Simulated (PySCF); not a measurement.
Computed with PySCF with r2SCAN-D4/def2-TZVP. Gas-phase values, no solvent. One relaxed conformer stands for a flexible species; it need not be the lowest. Excitations are Tamm–Dancoff values on a coarser integration grid. The basis has no diffuse functions, so Rydberg states are missing or too high.

Reference species (SMILES): `[Ga]([Cl])([Cl])[Cl]` (neutral, multiplicity 1).

- HOMO = -8.40 eV
- HOMO–LUMO gap = 5.78 eV
- T1 excitation (TDA) = 5.52 eV

Changed species: `[OH][Ga]([OH])[OH]` (3 of 3 Cl replaced by OH; the reference has 0 of 3 Cl replaced by OH).

Q: Predict the effect on the HOMO, HOMO–LUMO gap and T1 excitation (TDA).

A: the HOMO goes up by 0.79 eV, to -7.61 eV; the HOMO–LUMO gap increases by 0.36 eV, to 6.14 eV; the T1 excitation (TDA) rises by 0.24 eV, to 5.76 eV.
